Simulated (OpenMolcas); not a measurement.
## Multiconfigurational calculation on Br5+

Input:

```
&GATEWAY
Coord
1

Br 0.0 0.0 0.0
Basis=ANO-R3
Group=XYZ
NoMove
AngMom=0.0 0.0 0.0
AMFI
&SEWARD
* reference wave functions (RASSCF and RASSI steps not shown): 2 electrons in 4 orbitals (4s 4p)
>>> COPY JOB002 $Project.JobIph
&CASPT2
Multistate=1 1
Frozen=2 3
IPEA=0.15
Imaginary=0.05
MaxIter=60
WThr=0.0 0.3 0.05
PrWF=0.5
NoMix
>>> COPY JOB003 $Project.JobIph
&CASPT2
XMultistate=3 1 2 3
Frozen=2 3
IPEA=0.15
Imaginary=0.05
MaxIter=60
WThr=0.0 0.3 0.05
PrWF=0.5
NoMix
```

Launched by
```bash
OMP_NUM_THREADS=1 MOLCAS_MEM=2252 MOLCAS_PROJECT=a pymolcas a.inp > a.log  # once for each step of the input, in one work folder
```

Output, cut to the results:

```
--- CASPT2 ---
Orbital specifications:
      -----------------------

      Symmetry species                           1   2
                                                ag  au
      Frozen orbitals                            2   3
      Inactive orbitals                          6   3
      Active orbitals                            1   3
      Secondary orbitals                        41  37
      Deleted orbitals                           0   0
      Number of basis functions                 50  46
Type of calculation                        SS-CASPT2
      Fock operator                              state-specific
      IPEA shift                                 0.15
      Real shift                                 0.00
      Imaginary shift                            0.05
      The input orbitals will be transformed to quasi-canonical
Reference energy:       -2598.2849349521
      E2 (Non-variational):      -0.8132766294
      Shift correction:          -0.0000055833
      E2 (Variational):          -0.8132822127
      Total energy:           -2599.0982171649
      Residual norm:              0.0000002125
      Reference weight:           0.96543
      Contributions to the CASPT2 correlation energy
      Active & Virtual Only:         -0.0035499609
      One Inactive Excited:          -0.0771630080
      Two Inactive Excited:          -0.7325636606
::    CASPT2 Root  1     Total energy:  -2599.09821716
--- CASPT2 ---
Orbital specifications:
      -----------------------

      Symmetry species                           1   2
                                                ag  au
      Frozen orbitals                            2   3
      Inactive orbitals                          6   3
      Active orbitals                            1   3
      Secondary orbitals                        41  37
      Deleted orbitals                           0   0
      Number of basis functions                 50  46
Type of calculation                        XMS-CASPT2
      Fock operator                              state-average
      IPEA shift                                 0.15
      Real shift                                 0.00
      Imaginary shift                            0.05
      The input orbitals will be transformed to quasi-canonical
      The input states will be rotated to diagonalize the Fock operator
Reference energy:       -2597.8016729105
      E2 (Non-variational):      -0.8046616019
      Shift correction:          -0.0000094908
      E2 (Variational):          -0.8046710927
      Total energy:           -2598.6063440032
      Residual norm:              0.0000000986
      Reference weight:           0.96392
      Contributions to the CASPT2 correlation energy
      Active & Virtual Only:         -0.0063467038
      One Inactive Excited:          -0.0669177661
      Two Inactive Excited:          -0.7313971321
Reference energy:       -2597.8016729105
      E2 (Non-variational):      -0.8046431618
      Shift correction:          -0.0000094869
      E2 (Variational):          -0.8046526487
      Total energy:           -2598.6063255592
      Residual norm:              0.0000000986
      Reference weight:           0.96392
      Contributions to the CASPT2 correlation energy
      Active & Virtual Only:         -0.0063454412
      One Inactive Excited:          -0.0669175967
      Two Inactive Excited:          -0.7313801239
::    XMS-CASPT2 Root  1     Total energy:  -2598.60634400
::    XMS-CASPT2 Root  2     Total energy:  -2598.60632612
::    XMS-CASPT2 Root  3     Total energy:  -2598.60632556
```

In XMS-CASPT2 the single-state energies belong to rotated reference states; over a whole degenerate manifold the rotation is arbitrary, and only the multistate roots count.

Levels above the lowest, from the spin-orbit matrix with the multistate effective Hamiltonian, averaged by term, added to it:

```
Configuration  Term  J  E (cm⁻¹)  Measured (cm⁻¹)      g  Term weight %
          4s²    ¹S  0       0.0              0.0                   100
        4s 4p   ³P°  0    103865           104316                   100
        4s 4p   ³P°  1    105911           106431  1.501            100
        4s 4p   ³P°  2    110002           111336  1.501            100
```

Against the 3 measured excited levels shown (Moore, Atomic Energy Levels, vol. II, NSRDS-NBS 35 (1971 reprint of NBS Circular 467, 1952)) the mean absolute deviation is 770 cm-1; the largest miss in energy is 4s 4p ³P°₂: computed 110002, measured 111336 cm⁻¹ (-1.2 %).

Some high roots are left out of the spin-orbit mixing, which shifts the levels that they would mix with. Measured partners are found by configuration, term and J. A level has none where our copy of the source lacks it or the pairing is in doubt (some pairs that miss far off the trend of their configuration count as doubtful), and it then counts in no deviation. Only configurations of the active space appear. The first state left out of the spin-orbit step lies near 160000 cm-1 above the lowest spin-free state of the reference (among the parities and spins computed), and the list stops at four fifths of that energy or lower.

The CASPT2 steps took 1.8 s on 1 thread of Intel(R) Xeon(R) Platinum 8375C CPU @ 2.90GHz (Ice Lake), on a shared host; the integral step is not counted.

The term weight is that of the spin-free term in the level, not the purity of its configuration. ° marks odd parity.
